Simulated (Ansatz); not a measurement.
Geometry optimisation, UKS r2SCAN-D4/def2-mTZVP (Ansatz).

The input (input.yaml):

```yaml
crystal:
  periodic: [false, false, false]
  atoms:
    - { symbol: H, position_ang: [0.355754, -1.213274, -0.804664] }
    - { symbol: O, position_ang: [-0.012461, -0.974424, 0.058917] }
    - { symbol: Si, position_ang: [0.715241, 0.343885, 0.836585] }
    - { symbol: C, position_ang: [-1.762151, -0.176729, -1.071363] }
    - { symbol: "N", position_ang: [-2.024479, -0.057307, -2.203933] }
    - { symbol: H, position_ang: [-0.358485, 1.037462, 1.57607] }
    - { symbol: H, position_ang: [1.354288, 1.231018, -0.164984] }
    - { symbol: H, position_ang: [1.732292, -0.190633, 1.773473] }
magnetization:
  spin_polarized: true
  initial_magnetization: 1
basis:
  gaussian: { orbitals: def2-mTZVP }
hamiltonian:
  xc: r2scan
  dispersion: d4
relax:
  f_tol: 0.03
  max_steps: 50
```

Run as:

```bash
$ ansatz run input.yaml --threads 4 --pin off --max-ram 5120MiB --backend cpu --events-out ev --progress --plain --runs-dir out
```

Where does it end, and by what steps?

It converged. The force dipped under the threshold on the way, but the program's further checks kept it going. After 9 steps the energy has fallen by 0.011 eV; H7 moved furthest, 0.26 Å.

| step | energy less start (eV) | largest force component (eV/Å) | accepted |
| --- | --- | --- | --- |
| 0 | 0.0000 | 0.041 | yes |
| 1 | -0.0016 | 0.029 | yes |
| 2 | -0.0050 | 0.277 | yes |
| 3 | -0.0077 | 0.197 | yes |
| 4 | -0.0095 | 0.205 | yes |
| 5 | -0.0105 | 0.078 | yes |
| 6 | -0.0108 | 0.091 | yes |
| 7 | -0.0108 | 0.089 | yes |
| 8 | -0.0109 | 0.033 | yes |
| 9 | -0.0109 | 0.008 | yes |

```xyz
8
Properties=species:S:1:pos:R:3
H 0.289 -1.367 -0.624
O -0.125 -0.967 0.156
Si 0.687 0.353 0.843
C -1.676 -0.082 -1.183
N -1.876 -0.038 -2.333
H -0.283 0.951 1.782
H 1.106 1.315 -0.204
H 1.879 -0.164 1.563
```

Whether the end is a true minimum wasn't checked by a vibrational analysis.

Time of the run: 42 s on 4 threads of Arm Neoverse N1 (shared host), peak memory 0.24 GiB.
